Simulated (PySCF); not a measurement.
H6OSn2, SMILES [SnH3][O][SnH3].

Geometry optimised at PBE0-D3(BJ)/def2-SVP. The geometry has at least one imaginary mode, so it is a saddle point at that level. The def2 effective core potentials stand for the cores of Sn; spin–orbit coupling is left out.

Two levels are set side by side: PBE/def2-TZVP (PySCF) and HF/def2-TZVP (PySCF). Same geometry, gas phase. Differences are taken from unrounded values.

| quantity | HF | PBE | PBE minus HF |
|---|---|---|---|
| orbital gap (eV) | 13.11 | 4.52 | -8.60 |
| highest occupied level (eV) | -11.34 | -6.33 | 5.01 |
| lowest empty level (eV) | 1.77 | -1.81 | -3.59 |
| dipole moment (D) | 1.22 | 0.91 | -0.31 |
| mean polarisability (bohr³) | 74.1 | 85.5 | 11.4 |

Without exact exchange PBE keeps part of each electron's self-repulsion, which lifts occupied levels and narrows the gap. Loosely held outer electrons make PBE densities more polarisable. Differences between two approximate levels are no errors against the true value.

Rough cost on one machine, each run with all the roots and properties that it gave: HF against PBE about 1/4.
